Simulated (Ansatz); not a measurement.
Ansatz results at the PBE0-D4/def2-TZVP geometry: LUMO energy (B3LYP/def2-TZVPP) -3.18 eV; size of the dipole moment (PBE/def2-TZVPP) 2.72 D; HOMO energy (B3LYP/def2-TZVPP) -9.30 eV.

Each molecule was computed in one conformer, which needn't be the lowest.

Which molecule gave them?
A. `[O]=[Mo](=[O])([OH])[Cl]`
B. `C[O][Mo](=[O])([Cl])([Cl])[Cl]`
C. `[O]=[Mo](=[O])([OH])[OH]`
D. `[O]=[Mo]([OH])([OH])([OH])[Cl]`

A. The others give `[O]=[Mo]([OH])([OH])([OH])[Cl]`: -3.77, 2.36, -8.31; `C[O][Mo](=[O])([Cl])([Cl])[Cl]`: -4.73, 3.57, -8.34; `[O]=[Mo](=[O])([OH])[OH]`: -2.41, 2.48, -8.93.

B3LYP here is the variant with VWN-RPA as its local correlation; programs differ in this.
